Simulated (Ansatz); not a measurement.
Born–Oppenheimer molecular dynamics of FGeH3O2 (7 atoms, charge 0, multiplicity 1). It starts from a relaxed structure.

The calculation used RKS B3LYP-D4/def2-SVP (Ansatz).

* ensemble: NVE (velocity Verlet)
* time step: 0.25 fs
* steps asked: 150
* starting velocities drawn for: 300 K
* seed: 732341

Frames 0.25 fs apart, positions in Å, forces in eV/Å.

Velocities at 30 fs (Å/ps):

```
Ge -0.41 -0.14 -0.56
H 9.33 2.92 12.36
O -2.86 -1.92 0.87
H 5.89 1.10 -0.97
O 0.25 0.85 1.27
H 6.38 8.77 -11.65
F 2.62 0.76 0.35
```

```xyz
7
Properties=species:S:1:pos:R:3:forces:R:3 time_fs=30 energy_less_start_eV=0.144 T=77
Ge -0.115 -0.057 0.173 0.04 0.93 0.39
H 0.035 0.015 1.685 -0.18 -0.06 0.08
O 1.397 0.060 -0.688 0.61 -0.15 -0.49
H 1.561 -0.775 -1.150 0.19 0.06 -0.01
O -1.043 1.388 -0.304 -0.21 -0.76 0.35
H -1.162 1.501 -1.254 0.07 -0.02 -0.20
F -0.607 -1.662 -0.292 -0.53 0.00 -0.12
7
Properties=species:S:1:pos:R:3:forces:R:3 time_fs=30.25 energy_less_start_eV=0.145 T=76
Ge -0.116 -0.057 0.173 0.04 0.94 0.45
H 0.037 0.016 1.688 -0.19 -0.06 0.02
O 1.397 0.060 -0.688 0.63 -0.14 -0.50
H 1.563 -0.775 -1.150 0.18 0.06 -0.01
O -1.043 1.388 -0.303 -0.23 -0.74 0.19
H -1.161 1.503 -1.256 0.10 -0.04 -0.03
F -0.607 -1.662 -0.292 -0.54 -0.01 -0.12
7
Properties=species:S:1:pos:R:3:forces:R:3 time_fs=30.5 energy_less_start_eV=0.146 T=74
Ge -0.116 -0.057 0.173 0.05 0.94 0.52
H 0.039 0.017 1.692 -0.20 -0.06 -0.04
O 1.396 0.059 -0.688 0.66 -0.13 -0.51
H 1.565 -0.774 -1.151 0.17 0.05 -0.01
O -1.043 1.388 -0.303 -0.25 -0.71 0.03
H -1.159 1.505 -1.259 0.12 -0.07 0.14
F -0.606 -1.661 -0.292 -0.54 -0.03 -0.12
7
Properties=species:S:1:pos:R:3:forces:R:3 time_fs=30.75 energy_less_start_eV=0.148 T=71
Ge -0.116 -0.057 0.173 0.05 0.95 0.58
H 0.041 0.017 1.695 -0.21 -0.07 -0.10
O 1.395 0.059 -0.688 0.68 -0.12 -0.52
H 1.566 -0.774 -1.151 0.17 0.05 0.00
O -1.043 1.389 -0.303 -0.27 -0.69 -0.13
H -1.157 1.507 -1.262 0.14 -0.09 0.29
F -0.605 -1.661 -0.292 -0.55 -0.04 -0.12
7
Properties=species:S:1:pos:R:3:forces:R:3 time_fs=31 energy_less_start_eV=0.150 T=67
Ge -0.116 -0.057 0.172 0.05 0.95 0.65
H 0.043 0.018 1.698 -0.22 -0.07 -0.16
O 1.395 0.059 -0.687 0.70 -0.10 -0.53
H 1.568 -0.774 -1.151 0.16 0.04 0.00
O -1.043 1.389 -0.302 -0.29 -0.66 -0.27
H -1.155 1.509 -1.265 0.15 -0.11 0.44
F -0.605 -1.661 -0.292 -0.56 -0.05 -0.13
7
Properties=species:S:1:pos:R:3:forces:R:3 time_fs=31.25 energy_less_start_eV=0.153 T=63
Ge -0.116 -0.057 0.172 0.06 0.96 0.70
H 0.045 0.018 1.701 -0.23 -0.07 -0.21
O 1.394 0.058 -0.687 0.71 -0.09 -0.53
H 1.570 -0.773 -1.151 0.16 0.04 0.00
O -1.043 1.389 -0.302 -0.31 -0.64 -0.40
H -1.153 1.511 -1.268 0.17 -0.13 0.57
F -0.604 -1.661 -0.292 -0.56 -0.06 -0.13
7
Properties=species:S:1:pos:R:3:forces:R:3 time_fs=31.5 energy_less_start_eV=0.156 T=58
Ge -0.116 -0.057 0.172 0.06 0.96 0.76
H 0.046 0.019 1.703 -0.23 -0.07 -0.26
O 1.394 0.058 -0.687 0.73 -0.07 -0.54
H 1.572 -0.773 -1.152 0.15 0.03 0.00
O -1.043 1.389 -0.302 -0.32 -0.62 -0.51
H -1.151 1.513 -1.270 0.18 -0.15 0.68
F -0.604 -1.661 -0.292 -0.57 -0.07 -0.13
7
Properties=species:S:1:pos:R:3:forces:R:3 time_fs=31.75 energy_less_start_eV=0.159 T=54
Ge -0.116 -0.057 0.172 0.07 0.96 0.81
H 0.048 0.019 1.706 -0.24 -0.08 -0.31
O 1.393 0.057 -0.687 0.75 -0.06 -0.55
H 1.574 -0.772 -1.152 0.14 0.03 0.00
O -1.043 1.389 -0.301 -0.33 -0.60 -0.59
H -1.149 1.515 -1.271 0.19 -0.17 0.77
F -0.603 -1.661 -0.292 -0.58 -0.08 -0.13
7
Properties=species:S:1:pos:R:3:forces:R:3 time_fs=32 energy_less_start_eV=0.162 T=49
Ge -0.116 -0.057 0.172 0.07 0.96 0.86
H 0.049 0.020 1.709 -0.25 -0.08 -0.36
O 1.393 0.057 -0.687 0.76 -0.04 -0.55
H 1.576 -0.772 -1.152 0.14 0.02 0.00
O -1.043 1.389 -0.301 -0.34 -0.59 -0.66
H -1.147 1.517 -1.273 0.19 -0.18 0.83
F -0.602 -1.660 -0.292 -0.59 -0.09 -0.13
7
Properties=species:S:1:pos:R:3:forces:R:3 time_fs=32.25 energy_less_start_eV=0.164 T=46
Ge -0.116 -0.057 0.172 0.08 0.96 0.90
H 0.051 0.020 1.711 -0.25 -0.08 -0.40
O 1.392 0.056 -0.687 0.78 -0.03 -0.55
H 1.579 -0.771 -1.152 0.13 0.01 0.00
O -1.043 1.389 -0.301 -0.34 -0.58 -0.70
H -1.145 1.518 -1.273 0.20 -0.19 0.87
F -0.602 -1.660 -0.292 -0.59 -0.10 -0.13
7
Properties=species:S:1:pos:R:3:forces:R:3 time_fs=32.5 energy_less_start_eV=0.166 T=43
Ge -0.116 -0.057 0.172 0.08 0.96 0.94
H 0.052 0.020 1.713 -0.26 -0.08 -0.43
O 1.392 0.056 -0.687 0.79 -0.01 -0.56
H 1.581 -0.771 -1.153 0.12 0.01 0.00
O -1.043 1.389 -0.301 -0.34 -0.57 -0.72
H -1.142 1.520 -1.274 0.20 -0.19 0.89
F -0.602 -1.660 -0.291 -0.60 -0.11 -0.13
7
Properties=species:S:1:pos:R:3:forces:R:3 time_fs=32.75 energy_less_start_eV=0.167 T=42
Ge -0.117 -0.057 0.172 0.09 0.96 0.97
H 0.053 0.021 1.715 -0.26 -0.08 -0.46
O 1.391 0.055 -0.687 0.80 0.01 -0.56
H 1.583 -0.770 -1.153 0.12 0.00 0.00
O -1.043 1.389 -0.301 -0.34 -0.56 -0.71
H -1.140 1.521 -1.273 0.19 -0.19 0.88
F -0.601 -1.660 -0.291 -0.60 -0.12 -0.13
```

Of the whole run (38 fs, mean temperature of the second half 88 K): The conserved energy stayed within 0.017 meV per atom of its start (net change 0.01 meV per atom), so the integration is sound. A run of 0.037 ps of so small a system gives no equilibrium averages.

Run time: 7.1 min on 1 thread of Arm Neoverse V2 (shared host), peak memory 0.18 GiB.
